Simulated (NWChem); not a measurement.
All runs are NWChem calculations. System: HCl$_{3}$Si, charge 0, spin multiplicity 1, at a geometry optimised with B3LYP/def2-SVP. The structure started from a generated list of species. Level: HF/6-31G* (spherical d).

The NWChem input:

```
start mol
memory heap 200 mb stack 900 mb global 1100 mb
geometry units angstroms nocenter noautoz
  Si     0.032492     0.506974     0.000000
  Cl    -0.979336    -0.115930     1.679947
  Cl    -0.979336    -0.115930    -1.679947
  Cl     1.924454    -0.302053     0.000000
  H      0.126829     1.978888     0.000000
  symmetry group Cs
end
basis spherical
  * library 6-31g*
end
dft
  xc hfexch
  semidirect memsize 60000000 filesize 0
  iterations 100
end
property
  dipole
  response 1 0.0
end
task dft property
```

Output (cleaned and shortened):

```
             Northwest Computational Chemistry Package (NWChem) 7.3.0
             --------------------------------------------------------

                                NWChem Input Module
                                -------------------

 Scaling coordinates for geometry "geometry" by  1.889725989
 (inverse scale =  0.529177249)

 Turning off AUTOSYM since
 SYMMETRY directive was detected!

                             Geometry "geometry" -> ""
                             -------------------------

 Output coordinates in angstroms (scale by  1.889725989 to convert to a.u.)

  No.       Tag          Charge          X              Y              Z
 ---- ---------------- ---------- -------------- -------------- --------------
    1 Si                  14.0000     0.03249200     0.50697400     0.00000000
    2 Cl                  17.0000    -0.97933600    -0.11593000     1.67994700
    3 Cl                  17.0000    -0.97933600    -0.11593000    -1.67994700
    4 Cl                  17.0000     1.92445400    -0.30205300     0.00000000
    5 H                    1.0000     0.12682900     1.97888800     0.00000000

 Effective nuclear repulsion energy (a.u.)     334.4878433977

            Nuclear Dipole moment (a.u.)
            ----------------------------
        X                 Y               Z
 ---------------- ---------------- ----------------
     0.0000207870     0.0000056692     0.0000000000

      Symmetry information
      --------------------

 Group name             Cs
 Group number              2
 Group order               2
 No. of unique centers     4

      Symmetry unique atoms

     1    2    4    5


 Summary of "ao basis" -> "" (spherical)
 ------------------------------------------------------------------------------
       Tag                 Description            Shells   Functions and Types
 ---------------- ------------------------------  ------  ---------------------
 *                           6-31g*                   on all atoms

  xc_inp: hfexch multiplicative factor not found.
                              NWChem Property Module
[...]
     2   0 1 1      0.000000      0.000000      0.000000      0.000000
     2   0 0 2    -40.610087   -191.636755   -191.636755    342.663424

 *** CALLING NEW AORESP DRIVER FOR CLOSED AND OPEN SHELLS ***
 Entering AOResponse driver routine

--------------------------------------------------------------------------------

          ****************
          *** RESPONSE ***
          ****************

 Response module for NWChem and dynamic CPKS solver

          -----------------------------------------------
          Solving response equations for perturbing field
          -----------------------------------------------

 number of frequencies:     1
 frequency in a.u.:  0.0000000E+00
 Perturbing field: electric
 Using El. Dipole Length Gauge

 Setting up CPKS with frequency omega =      0.00000000 a.u.

 STATIC response

                                NWChem CPHF Module
                                ------------------

  scftype          =     RHF
  nclosed          =       33
  nopen            =        0
  variables        =     1353
  # of vectors     =        3
  tolerance        = 0.10D-03
  level shift      = 0.00D+00
  max iterations   =       50
  max subspace     =       30

 SCF residual:    1.8063762827390915E-005

Iterative solution of linear equations
  No. of variables     1353
  No. of equations        3
  Maximum subspace       30
        Iterations       50
       Convergence  1.0D-04

   iter   nsub   residual    time
   ----  ------  --------  ---------
     1      3    7.74D-01       6.6
     2      6    3.95D-01       8.6
     3      9    6.87D-02      10.7
     4     12    2.61D-02      12.8
     5     15    3.01D-03      14.8
     6     18    5.89D-04      16.8
     7     21    1.25D-04      18.9
     8     24    3.95D-05      20.9

 Electric Dipole Response Matrix (nonzero elements):

              1        2        3
    1   47.6727  -0.7693  -0.0000
    2   -0.7693  35.7213  -0.0000
    3   -0.0000  -0.0000  47.7221

 ------------------------------------------
 average:        43.70536 + I       0.00000

 DFT Linear Response polarizability / au
 Frequency  =       0.0000000 / au
 Wavelength = -999999.0000000 / nm
              X              Y              Z
 -----------------------------------------------
 X      47.6726999     -0.7692798     -0.0000000
 Y      -0.7692798     35.7212898     -0.0000000
 Z      -0.0000000     -0.0000000     47.7220764
 -----------------------------------------------
 Eigenvalues =      47.7220128     35.6719768     47.7220764
 Isotropic   =      43.7053553
 Anisotropic =      12.0500678
 -----------------------------------------------

 Magnetic Dipole Response Matrix (nonzero elements):
 Optical rotation tensor Beta

 *** static G'=0. Use GPRIME input with finite omega
 *** or better ORBETA without GPRIME for small or zero freq.

 zero matrix

 ------------------------------------------
 average:         0.00000 + I       0.00000

 Exiting AOResponse driver routine

          -------------
          Dipole Moment
          -------------

 Center of charge (in au) is the expansion point
         X =       0.0000003 Y =       0.0000001 Z =       0.0000000

   Dipole moment        0.5670059951 A.U.
             DMX        0.0362579286 DMXEFC        0.0000000000
             DMY        0.5658455276 DMYEFC        0.0000000000
             DMZ       -0.0000000000 DMZEFC        0.0000000000
   -EFC- dipole         0.0000000000 A.U.
   Total dipole         0.5670059951 A.U.

   Dipole moment        1.4411963787 Debye(s)
             DMX        0.0921591585 DMXEFC        0.0000000000
             DMY        1.4382467422 DMYEFC        0.0000000000
             DMZ       -0.0000000000 DMZEFC        0.0000000000
   -EFC- dipole         0.0000000000 DEBYE(S)
   Total dipole         1.4411963787 DEBYE(S)

 1 a.u. = 2.541766 Debyes

 Task  times  cpu:       21.0s     wall:       21.0s

 Total times  cpu:       21.0s     wall:       21.0s
```
